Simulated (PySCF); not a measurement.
# Electron correlation in Ca (calcium, neutral)

[Ar] 4s2, closed-shell 1S. All numbers are calculated (PySCF 2.14, scalar relativity by spin-free X2C-1e, in cc-pVDZ-X2C). Frozen: [Ar]; 2 electrons correlated.

Total MP2 correlation energy: -17.31 mhartree.

Same-spin part 0.00 and opposite-spin part -17.31 mhartree; SCS-MP2 scales them by 1/3 and 6/5 to -20.78 mhartree.

With two correlated electrons CCSD is exact within the correlated space (frozen core and kept virtual orbitals).

| level | correlation energy (mhartree) |
| --- | --- |
| CCSD | -27.85 |

Diagnostics: T1 = 0.013, D1 = 0.0180, largest double amplitude 0.130.

Question: Is a single reference adequate?

Answer: Mostly. T1 lies below 0.03, but a double amplitude of this size points to a near-degeneracy that CCSD handles and MP2 describes poorly.
